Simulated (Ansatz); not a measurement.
`F[SiH](Cl)[GeH2][Cl]`, charge 0, multiplicity 1.

Task: Give a relaxed structure at PBE0-D4/def2-TZVP (the Gaussian-basis code of Ansatz). (An estimate is asked.)

Result: The calculation gave: 
Z-matrix (Å, degrees):
```
Si
Cl 1 2.037
Ge 1 2.387 2 108.8
F 1 1.592 2 108.8 3 -118.5
H 1 1.481 2 108.3 3 124.6
Cl 3 2.157 1 106.3 2 -53.6
H 3 1.536 1 112.1 2 63.1
H 3 1.536 1 113.3 2 -170.9
```
